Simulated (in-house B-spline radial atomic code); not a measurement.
## How G0W0 and RPA depend on the start: Ca2+

Configuration [Ne] 3s2 3p6. Computed with an all-electron radial atomic-structure program (B-spline basis): all electrons, non-relativistic, point nucleus, each spin shell either full or empty, empty states to l = 9 with an (l + 1/2)⁻⁴ tail; G0W0 by contour deformation at full frequency.

```tsv
start	mean-field 3p (eV)	G0W0 (eV)	QP weight	RPA correlation (Eh)
Hartree-Fock	-51.07	-51.49	0.961	-1.0173
LDA VWN5	-43.13	-50.89	0.921	-1.1611
PBE	-43.06	-50.82	0.921	-1.1588
PBE0	-45.38	?	?	?
r2SCAN	-43.76	-50.96	0.930	-1.1347
HSE06	-44.95	-51.01	0.934	-1.1222
B3LYP (VWN-RPA)	-44.93	-51.01	0.933	-1.1258
SCAN	-43.78	-50.93	0.930	-1.1337
TPSS	-43.29	-50.84	0.924	-1.1493
BHandHLYP	-47.52	-51.22	0.946	-1.0808
CAM-B3LYP	-46.88	-51.17	0.943	-1.1024
LC-wPBE	-48.34	-51.22	0.949	-1.0939
wB97X	-47.92	-51.16	0.949	-1.0905
PBEsol	-42.98	-50.86	0.921	-1.1594
BLYP	-42.91	?	?	?
r2SCAN0	-45.83	-51.12	0.941	-1.1021
LDA exchange-only	-41.48	-50.94	0.915	-1.1603
```

Task: What G0W0 level, weight and RPA correlation energy follow from the PBE0 start?

Result: G0W0 level -51.04 eV, weight 0.937, RPA correlation -1.117 hartree.

Task: What G0W0 level, weight and RPA correlation energy follow from the BLYP start?

Result: G0W0 level -50.81 eV, weight 0.920, RPA correlation -1.1597 hartree.

Task: How much of the dependence on the start does G0W0 remove?

Result: The mean-field levels span 9.59 eV and the G0W0 levels 0.68 eV. Against 50.913 eV (NIST, measured) the G0W0 removal energies are off by -0.10 to +0.58 eV, with relativity, Breit and QED terms left out.
